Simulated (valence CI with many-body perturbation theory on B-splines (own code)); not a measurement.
**E1 line list for Te¹⁹⁺**

Method: relativistic CI+MBPT: five valence electrons over a frozen Dirac-Fock core [Ar] 3d10, radial functions for each j: 11 s, 11 p, 10 d, 8 f, 5 g, 2 h, with the one-electron correlation potential Σ1 (screened to all orders), the two-electron term Σ2, the three-electron term Σ3, Breit, model QED; selected single and double excitations, second order for the rest, scaled by the run's own slope (own B-spline code, finite nucleus).

No measured spectrum was set against this ion. As an estimate, levels hold to about 250 cm⁻¹ or 0.2 % of their energy and the worst to 1 %, as in measured heavy ions of charge 2 to 7; those with d or f electrons hold less well. Among the levels kept, up to 2100 cm⁻¹ of a level comes from second order outside the variational space, and about a tenth of that is noise between levels of different J, which matters for small intervals.

Lines 1 to 50 of 554 in falling wavelength, among levels below 1598500 cm⁻¹, chosen from the strongest by gf and those to the six lowest levels. Wavelengths and rates use the calculated energies, so an error of 1000 cm⁻¹ moves a line at 354.7 Å by 0.35 % and its rate by three times that or more. Electric multipoles are in the length gauge, E1 and E2 with the static RPA response of the core. Weak lines are less certain than strong ones. Lines between different terms over intervals too small for the method are left out, as are lines whose strength nearly cancels. Where a level lies close to another of its J and parity, the split of strength between their lines is uncertain.

Names give the largest LS component (configuration and term), which can be under half, so a name can repeat, a term be missing and a line seem to break the LS rules; names also repeat where a configuration has a term twice. Letters in brackets count levels of one name in rising energy.

| λ vac (Å) | Upper | Lower | A (s⁻¹) | S (a.u.) with core polarisation | S without |
| --- | --- | --- | --- | --- | --- |
| 354.7 | 4s 4p4 4P_3/2 | 4s2 4p3 2P°_3/2 | 2.16e+08 | 1.90e-02 | 2.07e-02 |
| 348.2 | 4s 4p4 4P_1/2 | 4s2 4p3 2P°_3/2 | 9.37e+07 | 3.90e-03 | 4.23e-03 |
| 289.9 | 4s 4p4 4P_5/2 | 4s2 4p3 2D°_5/2 | 1.01e+09 | 7.32e-02 | 7.97e-02 |
| 282.8 | 4s 4p3 4d 4G°_11/2 | 4s2 4p2 4d 2G_9/2 | 2.14e+09 | 2.86e-01 | 3.12e-01 |
| 276.5 | 4p5 2P°_3/2 | 4s 4p4 2P_3/2 | 4.72e+09 | 1.97e-01 | 2.15e-01 |
| 272.0 | 4s 4p4 4P_5/2 | 4s2 4p3 2D°_3/2 | 2.34e+09 | 1.39e-01 | 1.52e-01 |
| 269.7 | 4s 4p4 2D_5/2 | 4s2 4p3 2P°_3/2 | 2.82e+09 | 1.64e-01 | 1.78e-01 |
| 268.9 | 4s 4p4 4P_1/2 | 4s2 4p3 2P°_1/2 | 2.54e+09 | 4.88e-02 | 5.31e-02 |
| 251.5 | 4s 4p4 4P_3/2 | 4s2 4p3 2D°_5/2 | 1.80e+09 | 5.65e-02 | 6.14e-02 |
| 243.6 | 4s2 4p2 4d 4F_3/2 | 4s2 4p3 2P°_3/2 | 9.30e+08 | 2.65e-02 | 2.89e-02 |
| 243.2 | 4s 4p4 2P_1/2 [a] | 4s2 4p3 2P°_3/2 | 9.14e+08 | 1.30e-02 | 1.41e-02 |
| 239.3 | 4p5 2P°_3/2 | 4s 4p4 2D_5/2 | 1.33e+10 | 3.59e-01 | 3.91e-01 |
| 237.8 | 4s 4p4 4P_3/2 | 4s2 4p3 2D°_3/2 | 3.06e+08 | 8.14e-03 | 8.83e-03 |
| 234.9 | 4s 4p4 4P_1/2 | 4s2 4p3 2D°_3/2 | 4.17e+08 | 5.33e-03 | 5.81e-03 |
| 234.1 | 4s 4p4 2P_3/2 | 4s2 4p3 2P°_3/2 | 2.35e+09 | 5.96e-02 | 6.49e-02 |
| 233.2 | 4s 4p4 2D_3/2 | 4s2 4p3 2P°_1/2 | 3.85e+08 | 9.63e-03 | 1.05e-02 |
| 224.9 | 4p5 2P°_3/2 | 4s 4p4 2D_3/2 | 6.13e+09 | 1.38e-01 | 1.50e-01 |
| 221.7 | 4s 4p3 4d 4G°_9/2 | 4s2 4p2 4d 4F_7/2 | 5.80e+09 | 3.12e-01 | 3.40e-01 |
| 221.1 | 4s 4p4 4P_5/2 | 4s2 4p3 4S°_3/2 | 4.58e+09 | 1.47e-01 | 1.59e-01 |
| 219.2 | 4s 4p3 4d 4G°_11/2 | 4s2 4p2 4d 4F_9/2 | 6.73e+09 | 4.20e-01 | 4.58e-01 |
| 218.7 | 4s 4p3 4d 4F°_9/2 | 4s2 4p2 4d 4D_7/2 | 5.44e+09 | 2.81e-01 | 3.06e-01 |
| 217.4 | 4s 4p4 2D_3/2 | 4s2 4p3 2D°_5/2 | 1.05e+09 | 2.13e-02 | 2.31e-02 |
| 215.5 | 4s 4p3 4d 2G°_9/2 [a] | 4s2 4p2 4d 4F_9/2 | 3.78e+09 | 1.87e-01 | 2.03e-01 |
| 215.3 | 4s 4p3 4d 4F°_3/2 [a] | 4s2 4p2 4d 4F_3/2 | 6.42e+09 | 1.26e-01 | 1.37e-01 |
| 212.3 | 4s 4p3 4d 4D°_7/2 [d] | 4s2 4p2 4d 4P_5/2 | 7.16e+09 | 2.71e-01 | 2.95e-01 |
| 209.6 | 4s 4p3 4d 2G°_9/2 [b] | 4s2 4p2 4d 2G_7/2 | 2.62e+09 | 1.19e-01 | 1.29e-01 |
| 207.8 | 4s 4p3 4d 4S°_3/2 | 4s2 4p2 4d 4P_5/2 | 8.93e+09 | 1.58e-01 | 1.72e-01 |
| 207.2 | 4s 4p4 2D_3/2 | 4s2 4p3 2D°_3/2 | 1.68e+10 | 2.95e-01 | 3.21e-01 |
| 206.4 | 4s 4p3 4d 2F°_7/2 [a] | 4s2 4p2 4d 2G_7/2 | 4.14e+09 | 1.44e-01 | 1.56e-01 |
| 206.3 | 4s 4p3 4d 2F°_7/2 [c] | 4s2 4p2 4d 2F_7/2 [b] | 1.02e+10 | 3.52e-01 | 3.83e-01 |
| 205.6 | 4s 4p4 2D_5/2 | 4s2 4p3 2D°_5/2 | 1.30e+10 | 3.34e-01 | 3.63e-01 |
| 205.4 | 4s 4p3 4d 2F°_5/2 [b] | 4s2 4p2 4d 2D_3/2 [a] | 4.89e+09 | 1.26e-01 | 1.37e-01 |
| 205.3 | 4s 4p3 4d 2G°_9/2 [c] | 4s2 4p2 4d 2G_9/2 | 1.82e+10 | 7.78e-01 | 8.48e-01 |
| 204.4 | 4s 4p3 4d 2D°_3/2 [a] | 4s2 4p2 4d 4D_5/2 | 8.08e+09 | 1.36e-01 | 1.48e-01 |
| 204.0 | 4s 4p3 4d 4G°_7/2 | 4s2 4p2 4d 4F_5/2 | 8.19e+09 | 2.75e-01 | 2.99e-01 |
| 203.1 | 4s2 4p2 4d 4D_1/2 | 4s2 4p3 2P°_3/2 | 2.58e+09 | 2.13e-02 | 2.32e-02 |
| 201.9 | 4s2 4p2 4d 4F_3/2 | 4s2 4p3 2P°_1/2 | 2.01e+09 | 3.26e-02 | 3.54e-02 |
| 201.7 | 4s 4p3 4d 4F°_7/2 | 4s2 4p2 4d 4F_5/2 | 4.57e+09 | 1.48e-01 | 1.61e-01 |
| 201.7 | 4s 4p4 2P_1/2 [a] | 4s2 4p3 2P°_1/2 | 1.63e+10 | 1.32e-01 | 1.43e-01 |
| 200.6 | 4s 4p3 4d 2G°_9/2 [c] | 4s2 4p2 4d 2F_7/2 [a] | 7.67e+09 | 3.05e-01 | 3.33e-01 |
| 199.6 | 4s 4p3 4d 2D°_5/2 [d] | 4s2 4p2 4d 2D_5/2 [b] | 6.55e+09 | 1.54e-01 | 1.68e-01 |
| 199.5 | 4s 4p3 4d 2P°_3/2 [b] | 4s2 4p2 4d 2D_5/2 [b] | 1.07e+10 | 1.68e-01 | 1.83e-01 |
| 198.8 | 4s 4p3 4d 2D°_5/2 [c] | 4s2 4p2 4d 2D_5/2 [a] | 8.35e+09 | 1.94e-01 | 2.12e-01 |
| 198.5 | 4s 4p3 4d 4D°_7/2 [c] | 4s2 4p2 4d 4D_5/2 | 8.28e+09 | 2.56e-01 | 2.78e-01 |
| 198.4 | 4s 4p3 4d 4P°_3/2 [b] | 4s2 4p2 4d 4D_5/2 | 8.74e+09 | 1.35e-01 | 1.47e-01 |
| 198.3 | 4s 4p3 4d 2G°_7/2 [b] | 4s2 4p2 4d 2G_7/2 | 1.20e+10 | 3.70e-01 | 4.03e-01 |
| 198.2 | 4s 4p3 4d 2D°_5/2 [c] | 4s2 4p2 4d 2F_7/2 [a] | 9.69e+09 | 2.23e-01 | 2.43e-01 |
| 198.1 | 4s2 4p2 4d 4D_3/2 | 4s2 4p3 2P°_3/2 | 1.10e+09 | 1.68e-02 | 1.83e-02 |
| 198.0 | 4s 4p4 4P_3/2 | 4s2 4p3 4S°_3/2 | 1.81e+10 | 2.77e-01 | 3.01e-01 |
| 197.5 | 4s 4p3 4d 4G°_5/2 | 4s2 4p2 4d 4F_3/2 | 1.16e+10 | 2.64e-01 | 2.87e-01 |
